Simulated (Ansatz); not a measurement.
`[SiH3][SbH][SiH3]` + `[OH][SbH2]` → `[SiH3][O][SbH2]` + `[SiH3][SbH2]`  (cleavage of the Si–Sb bond)

Isolated molecules relaxed with PBE0-D4/def2-TZVP in Ansatz; ΔE leaves out vibrations. CCSD(T)/CBS adds triple-zeta CCSD(T) − MP2 to the extrapolated MP2 energy (def2 sets, frozen cores). Functionals use def2-TZVPP. def2 core potentials past Kr. For Sb outer-core shells are correlated without core-valence functions, which leaves a few kJ/mol of doubt a bond.

`[SiH3][SbH][SiH3]`:

```xyz
10

Si    1.506   -0.401    0.964
Sb   -0.185   -1.544   -0.596
Si   -1.642    0.573   -0.578
H     1.819    0.990    0.541
H     2.765   -1.192    0.999
H     0.925   -0.370    2.332
H     0.660   -0.995   -1.978
H    -0.845    1.812   -0.774
H    -2.669    0.480   -1.649
H    -2.332    0.647    0.738
```

`[OH][SbH2]`:

Z-matrix (Å, degrees):
```
Sb
O 1 1.974
H 1 1.713 2 94.3
H 1 1.713 2 94.3 3 90.9
H 2 0.960 1 109.6 3 134.5
```

`[SiH3][O][SbH2]`:

Cartesian coordinates in Å:
```
Si -1.242 -0.408 -0.520
O -0.056 0.254 0.388
Sb 1.865 0.519 0.079
H -1.546 -1.791 -0.062
H -0.840 -0.472 -1.956
H -2.468 0.421 -0.397
H 1.934 1.924 1.057
H 2.354 -0.447 1.411
```

`[SiH3][SbH2]`:

Cartesian coordinates in Å:
```
Si -0.071 0.949 0.035
Sb -0.674 -1.533 0.361
H -0.020 1.605 1.368
H -1.141 1.595 -0.771
H 1.233 1.138 -0.650
H 0.908 -1.874 0.910
H -0.236 -1.881 -1.253
```

CCSD(T)/CBS gives -13.2 kcal/mol.

(1) Another level gave -12.9 kcal/mol. Which?
A. B97M-V/def2-TZVPP
B. LDA (SPW92)/def2-TZVPP
C. r2SCANh-D4/def2-TZVPP
D. MP2/def2-TZVPP

(2) What do rigid-rotor, harmonic-oscillator terms from PBE0-D4/def2-TZVP frequencies (298.15 K, 1 bar) make of the CCSD(T)/CBS value? (Best estimate.)

Largest T1 diagnostic among the species: 0.014.

Results:

(1) C. r2SCANh-D4 -12.9, B97M-V -16.2, MP2/def2-TZVPP -13.8, LDA (SPW92) -10.1 kcal/mol.

(2) Computed: ΔZPE = -1.5 kcal/mol, ΔH = -14.9 kcal/mol, ΔS = 11 J/(mol·K), ΔG = -15.7 kcal/mol. Modes under 50 cm⁻¹ make the entropy rough.

At CCSD(T), def2-SVP lies −1.5 kcal/mol from the extrapolated value and def2-TZVPP −1.4 kcal/mol. From BLYP to BHLYP (50 % exact exchange), in def2-TZVPP and without D4, ΔE moves by −3.2 kcal/mol.
